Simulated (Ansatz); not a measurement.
One change: `CB(O)S` becomes `[CH3][Al]([OH])[SH]`.

Ansatz, PBE0-D4/def2-TZVP geometries, multiplicity 1. Each molecule was computed in one conformer, which needn't be the lowest.

```
                                      property  `CB(O)S`
             LUMO energy (PBE/def2-TZVPP) / eV     -0.73
          HOMO–LUMO gap (PBE0/def2-TZVPP) / eV      7.83
           HOMO–LUMO gap (PBE/def2-TZVPP) / eV      5.68
            LUMO energy (PBE0/def2-TZVPP) / eV      0.17
size of the dipole moment (PBE/def2-TZVPP) / D      0.31
            HOMO energy (PBE0/def2-TZVPP) / eV     -7.66
```

Problem. Give the same properties after the change, and the shifts. (Best estimate.)

Solution. Ansatz gave: 
| property | `[CH3][Al]([OH])[SH]` | shift |
| --- | --- | --- |
| LUMO energy (PBE/def2-TZVPP) / eV | -0.93 | -0.20 |
| HOMO–LUMO gap (PBE0/def2-TZVPP) / eV | 7.45 | -0.38 |
| HOMO–LUMO gap (PBE/def2-TZVPP) / eV | 5.41 | -0.27 |
| LUMO energy (PBE0/def2-TZVPP) / eV | -0.13 | -0.30 |
| size of the dipole moment (PBE/def2-TZVPP) / D | 0.64 | 0.33 |
| HOMO energy (PBE0/def2-TZVPP) / eV | -7.58 | 0.08 |

With PBE0 the HOMO rises by 0.08 eV and the LUMO falls by 0.30 eV, so the gap narrows by about 0.38 eV. PBE moves the HOMO by 0.07 eV and ωB97M-V by 0.08 eV. Dipoles are sizes alone; their direction can turn.
